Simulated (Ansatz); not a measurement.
AgBrH₃N, SMILES `[NH3+][Ag-][Br]`. Charge 0, multiplicity 1. Ag: def2 effective core potential. Geometry: relaxed with PBE0-D4/def2-TZVP. It is one conformer, not always the lowest.

```xyz
6

N    -0.526   -0.154   -0.763
Ag    0.690    0.202    1.001
Br    2.030    0.595    2.947
H    -1.514   -0.109   -0.543
H    -0.341   -1.069   -1.158
H    -0.339    0.535   -1.483
```

**Question.** What is the dipole moment at r2SCAN/def2-TZVPP? (An estimate is asked.)

**Answer.** Computed: 9.39 D, with components (-5.26, -1.54, -7.63) D in this frame, pointing from negative to positive charge.

**Question.** And with PBE, B3LYP, ωB97M-V? (Estimate.)

**Answer.** Computed: PBE 9.07 D, B3LYP 9.37 D, ωB97M-V 9.72 D.

**Question.** Give the Mulliken charges with r2SCAN, B3LYP, ωB97M-V in def2-TZVPP. (Best estimate.)

**Answer.** The calculation gave: 
```tsv
atom	r2SCAN	B3LYP	ωB97M-V
N1	-0.31	-0.32	-0.29
Ag2	0.20	0.22	0.25
Br3	-0.45	-0.45	-0.46
H4	0.18	0.18	0.17
H5	0.18	0.18	0.17
H6	0.18	0.18	0.17
```

B3LYP here is the variant with VWN-RPA as its local correlation; programs differ in this.
